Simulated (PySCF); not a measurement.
Point-charge models of `C=C[C@@H]1CN[SiH2]C1` against its computed dipole.

Coordinates (GFN2-xTB, Å) and charges (e) from the PBE0/pcSseg-1 density (PySCF):

```csv
atom,x,y,z,Mulliken,IAO,Hirshfeld,ESP-fitted
C1,1.223,0.893,2.252,-0.1350,-0.3259,-0.1085,-0.3961
C2,1.174,0.235,1.109,-0.1440,-0.1280,-0.0349,-0.3322
C3,-0.011,0.191,0.201,-0.3462,-0.1012,-0.0240,+0.3549
C4,-0.482,-1.244,-0.067,+0.0963,-0.1372,-0.0256,-0.0831
N5,-1.373,-1.175,-1.206,-0.6672,-0.6911,-0.2511,-0.7406
Si6,-1.010,0.075,-2.323,+0.7857,+0.8833,+0.3670,+0.5917
C7,0.298,0.821,-1.164,-0.4594,-0.5439,-0.1615,-0.4124
H8,2.108,0.911,2.865,+0.1120,+0.1499,+0.0443,+0.1836
H9,0.375,1.445,2.623,+0.1067,+0.1432,+0.0427,+0.1655
H10,2.042,-0.309,0.755,+0.0987,+0.1369,+0.0426,+0.1736
H11,-0.843,0.737,0.654,+0.1204,+0.1340,+0.0405,+0.0376
H12,0.384,-1.892,-0.266,+0.0956,+0.1069,+0.0254,+0.0747
H13,-1.012,-1.647,0.803,+0.1217,+0.1366,+0.0377,+0.0753
H14,-1.852,-2.034,-1.417,+0.1814,+0.2555,+0.1142,+0.3708
H15,-0.423,-0.347,-3.602,-0.1257,-0.1580,-0.0914,-0.1374
H16,-2.194,0.910,-2.538,-0.1171,-0.1519,-0.0899,-0.1421
H17,0.288,1.906,-1.094,+0.1438,+0.1497,+0.0368,+0.1041
H18,1.300,0.531,-1.483,+0.1324,+0.1414,+0.0360,+0.1122
```

Task: Compute μ = Σ q r for each scheme (1 e·Å = 4.803 D) and compare with the dipole of the full density.

Result: The full density gives (0.19, -0.70, 0.10) D, 0.73 D in size; dipole vectors point from the negative to the positive end.

```
    scheme     μx     μy     μz  size (D)  share of the full size (%)  angle to the full dipole (°)
  Mulliken   0.41  -0.14  -0.29      0.52                          72                            68
       IAO   0.03  -0.04  -0.84      0.84                         116                            95
 Hirshfeld  -0.09  -0.35  -0.12      0.38                          52                            39
ESP-fitted   0.20  -0.71   0.11      0.74                         102                             1
```

Task: Which set comes closest?

Result: Length of the difference vector: ESP-fitted 0.02 D, Hirshfeld 0.50 D, Mulliken 0.72 D, IAO 1.16 D. Closest: ESP-fitted. ESP charges are fitted to the potential around the molecule, whose slowest-falling term is the dipole's. The schemes that divide the density aren't constrained to reproduce the dipole.

Task: What is left for the Hirshfeld atoms' own dipoles?

Result: The shares of the density sum to the whole, so what Σ q r misses lies in dipoles about the nuclei. The atomic dipoles sum to (0.19, -0.70, 0.10) − (-0.09, -0.35, -0.12) = (0.28, -0.35, 0.22) D, 0.50 D in size.

Task: With the origin at the mean of the coordinates, (0.000, 0.000, -0.217) Å, which are the largest single terms, by size, of the ESP-fitted dipole along the direction of the full one?

Result: H14 +2.34, N5 -2.28, Si6 -1.75, C7 +1.66, H16 +1.19 D; all 18 atoms together +0.74 D. The single terms depend on the origin, their sum doesn't.

Task: Give the size of the full dipole in other units.

Result: 0.73 D = 0.287 au = 0.152 e·Å = 2.43 × 10⁻³⁰ C·m.

The structure is a single GFN2-xTB conformer in the gas phase; no vibrational or solvent corrections.
